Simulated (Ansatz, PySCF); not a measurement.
Isomers of C2HNO. Isolated molecules, 0 K electronic values unless said otherwise. Strings in code marks are SMILES.

Quantity: electronic energy of isomers of C2HNO relative to `N#CC=O`, in kcal/mol. The restricted reference of `N#CC=O` and `N=C=C=O` is unstable towards unrestricted orbitals.

Level 1: CAM-B3LYP-D3(BJ)/def2-TZVP (PySCF)
Level 2: frozen-core MP2/cc-pVTZ // CAM-B3LYP-D3(BJ)/def2-TZVP (Ansatz, a quantum-chemistry and plane-wave program)
Level 3: B3LYP/6-311+G** // CAM-B3LYP-D3(BJ)/def2-TZVP (PySCF)
Level 4: HF/3-21G // CAM-B3LYP-D3(BJ)/def2-TZVP (PySCF)

```tsv
species	level 2	level 3	level 4
`N=C=C=O`	44.8	36.6	50.2
```

What does level 1 give for each?


- `N=C=C=O`: 39.6
